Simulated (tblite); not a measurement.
C6H6S2 (charge -1 and doublet state).
Numbering: `[CH3:1][C:2]#[C:3][C@H:4]1[CH2:5][C:6]([S-:7])[S:8]1` (hydrogens: H9, H10, H11 on C1; H12 on C4; H13, H14 on C5)
Bond orders are those of one Lewis drawing.

Computed with GFN2-xTB (tblite), gas phase: L-BFGS steps from a force-field or distance-geometry start until the largest atomic force falls under 0.01 eV/Å.

Step 0: E = -611.7890 eV
```
atom  x, y, z in Å  |  force x, y, z in eV/Å
C1      2.8857    0.3696    0.3940   -1.155  -0.798  -0.078
C2      1.5213    0.0213   -0.0857    1.468   0.576   0.639
C3      0.4217   -0.2732   -0.4393   -1.934  -0.449  -0.661
C4     -0.9567   -0.6011   -0.8814    1.047  -0.622   0.306
C5     -1.9631   -0.6471    0.2629   -0.106   0.085   0.718
C6     -2.5746    0.7228   -0.0430    1.304   0.969   1.632
S7     -1.9549    1.9727    1.0392   -0.926  -0.519  -0.498
S8     -1.8308    0.7476   -1.6966   -0.040   0.553  -1.413
H9      3.2444    1.2198   -0.1900    0.133  -0.208   0.230
H10     2.8315    0.6045    1.4754    0.116   0.000  -0.636
H11     3.4965   -0.5423    0.2463    0.028   0.637   0.069
H12    -0.9242   -1.4980   -1.5219    0.054   0.073   0.056
H13    -2.7653   -1.4097    0.1737    0.679  -0.048   0.041
H14    -1.4320   -0.6873    1.2442   -0.667  -0.248  -0.403
```

**Question.** Estimate the geometry and energy of step 1. (The exact step hangs on the optimiser's Hessian estimate; all steps are aligned on step 0, rigid shifts and turns removed.)

**Answer.** E = -611.8754 eV, largest force 4.721 eV/Å
```
atom  x, y, z in Å  |  force x, y, z in eV/Å
C1      2.8692    0.3582    0.3928   -0.041  -0.072   0.003
C2      1.5423    0.0295   -0.0766   -4.416  -1.033  -1.312
C3      0.3941   -0.2796   -0.4487    3.814   1.016   1.203
C4     -0.9418   -0.6100   -0.8770   -0.195  -0.339   0.160
C5     -1.9646   -0.6459    0.2732    0.036   0.221   0.069
C6     -2.5560    0.7367   -0.0197    1.120   0.396   0.912
S7     -1.9681    1.9653    1.0320   -0.680  -0.066  -0.096
S8     -1.8314    0.7556   -1.7168    0.003   0.246  -0.930
H9      3.2463    1.2168   -0.1867    0.050  -0.346   0.306
H10     2.8332    0.6045    1.4663    0.084   0.012  -0.374
H11     3.4969   -0.5332    0.2473    0.130   0.365   0.043
H12    -0.9234   -1.4970   -1.5211    0.010  -0.064  -0.021
H13    -2.7556   -1.4104    0.1743    0.506  -0.068   0.018
H14    -1.4416   -0.6909    1.2385   -0.422  -0.270   0.020
```

The energy changes by -0.0864 eV. The first-order estimate −F·Δx gives -0.3205 eV and the mean of the old and new forces, exact on a quadratic surface, -0.0925 eV. The step makes an angle of 0° with the force vector and moves no atom by more than 0.033 Å.

What follows is the cost of the whole relaxation. On one thread of an Arm Neoverse V2, shared host with 96 logical CPUs at a one-minute load of 56, this took 0.45 s of wall time.
